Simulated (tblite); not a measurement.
C₇H₄ClO (doublet state).
Geometry (GFN2-xTB, Å), atoms numbered from 1 in this order:
```
atom  x, y, z in Å
O1     3.0492   -0.3320    0.7986
C2     2.2591    0.1645    0.0401
C3     0.8035    0.0011    0.0924
C4     0.2360   -0.7981    1.1038
C5    -1.1111   -0.9289    1.1228
C6    -1.9609   -0.3388    0.2267
Cl7   -3.6675   -0.5445    0.3035
C8    -1.4043    0.4563   -0.7809
C9    -0.0354    0.6168   -0.8362
H10    2.5939    0.8133   -0.7943
H11    0.8913   -1.2718    1.8191
H12   -2.0542    0.9318   -1.4997
H13    0.3960    1.2309   -1.6135
```

The geometry is computed with GFN2-xTB (gas phase). This method treats the open shell by occupation alone, without spin polarisation.

Take the most abundant isotopes and a rigid rotor. The values belong to one conformer with, in the numbering `[O:1]=[CH:2][c:3]1[cH:4][c:5][c:6]([Cl:7])[cH:8][cH:9]1`, O1–C2–C3–C4 0°.

**Question.** What are A, B and C (cm⁻¹)?

**Answer.** Ia = 93.01, Ib = 727.84, Ic = 820.85 u·Å²; 505379 MHz·u·Å²/I gives 5434, 694.4 and 615.7 MHz, that is A = 0.18125, B = 0.02316, C = 0.02054 cm⁻¹.

**Question.** Classify the top.

**Answer.** A near-prolate asymmetric top: κ = (2 × 694.4 − 5434 − 615.7)/(5434 − 615.7) = -0.97.

**Question.** What does the inertial defect say?

**Answer.** Planar: Δ = Ic − Ia − Ib = 0.00 u·Å². For a rigid frame Δ = −2 Σ m c², so it vanishes when all atoms lie in the ab plane; here none is more than 0.01 Å from it.

**Question.** List the rotational levels J(Ka,Kc) to J = 2 (MHz).

**Answer.** Above 0(0,0):
J = 1: 1(0,1) 1310, 1(1,1) 6049, 1(1,0) 6128
J = 2: 2(0,2) 3929, 2(1,2) 8591, 2(1,1) 8827, 2(2,1) 23045, 2(2,0) 23046

For this open shell read J as N, the rotation without spin; fine and hyperfine splittings come on top. Its GFN2-xTB frequencies are all real (lowest 72 cm⁻¹). These are rigid-rotor constants of the computed structure; measured ground-state constants (B0) also hold zero-point vibration.
